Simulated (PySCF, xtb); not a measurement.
SZn, SMILES [Zn]=[S].

GFN2-xTB run with xtb at its own geometry gives an orbital gap of 1.08 eV and a dipole moment of 4.83 D.

Geometry: B3LYP-D3(BJ)/def2-TZVP.

What does r2SCAN/def2-TZVPD (PySCF) give? (The exact figures need the calculation; the answer reports its results.)

gap 0.77 eV (levels -5.67 and -4.90 eV), dipole 5.41 D.
